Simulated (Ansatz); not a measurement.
`[CH3][GeH]([F])[Cl]` and `[CH3][GeH]([Cl])[Cl]` differ in one atom or group.

Ansatz, PBE0-D4/def2-TZVP geometries, multiplicity 1. 

Scalar relativity is left out up to krypton.

| property | `[CH3][GeH]([F])[Cl]` |
| --- | --- |
| HOMO–LUMO gap (ωB97M-V/def2-TZVPP) / eV | 13.27 |
| HOMO–LUMO gap (B3LYP/def2-TZVPP) / eV | 8.50 |
| HOMO–LUMO gap (PBE0/def2-TZVPP) / eV | 9.09 |
| HOMO energy (ωB97M-V/def2-TZVPP) / eV | -11.13 |
| size of the dipole moment (B3LYP/def2-TZVPP) / D | 2.93 |
| LUMO energy (B3LYP/def2-TZVPP) / eV | -0.14 |

(1) What does the change do to each property? (Best estimate.)

Results:

(1) Ansatz gave: 
```csv
property,`[CH3][GeH]([Cl])[Cl]`,shift
HOMO–LUMO gap (ωB97M-V/def2-TZVPP) / eV,12.65,-0.62
HOMO–LUMO gap (B3LYP/def2-TZVPP) / eV,7.86,-0.64
HOMO–LUMO gap (PBE0/def2-TZVPP) / eV,8.42,-0.67
HOMO energy (ωB97M-V/def2-TZVPP) / eV,-10.94,0.19
size of the dipole moment (B3LYP/def2-TZVPP) / D,2.69,-0.24
LUMO energy (B3LYP/def2-TZVPP) / eV,-0.62,-0.48
```

With PBE0 the HOMO rises by 0.17 eV and the LUMO falls by 0.50 eV, so the gap narrows by about 0.67 eV. PBE moves the HOMO by 0.12 eV and ωB97M-V by 0.19 eV. Dipoles are sizes alone; their direction can turn.

B3LYP here is the variant with VWN-RPA as its local correlation; programs differ in this.
